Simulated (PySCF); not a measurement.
C3H4BF.

```xyz
9

B      0.3593     0.2438     0.1101
C     -0.9740    -0.3793    -0.3369
C     -2.0254    -0.9196    -0.6741
H     -2.9550    -1.3847    -0.9761
F      0.5563     1.5441    -0.1660
C      1.4783    -0.5811     0.8344
H      2.2814     0.0544     1.2551
H      1.9384    -1.2746     0.0949
H      1.0585    -1.2314     1.6290
```

Coordinates come from a PBE-D3(BJ)/def2-SVP optimisation.

Calculation: PySCF with HF/pcSseg-1. Non-relativistic, no solvent.

Problem. Give the absolute GIAO shielding of each atom: isotropic value and principal components (ppm). (Estimate from the structure and the level; the computed values follow.)

Solution. 
```tsv
atom	σ(iso)	σ11	σ22	σ33	span
B1	70.7	18.6	93.6	99.9	81.3
C2	106.5	-5.6	12.0	313.0	318.6
C3	77.5	0.7	22.9	208.9	208.1
H4	27.9	23.8	24.0	35.8	12.0
F5	251.4	68.8	219.7	465.8	396.9
C6	182.0	166.0	181.4	198.6	32.6
H7	30.7	26.4	28.5	37.3	10.9
H8	30.7	27.1	28.5	36.5	9.4
H9	30.5	26.6	29.0	35.9	9.3
```
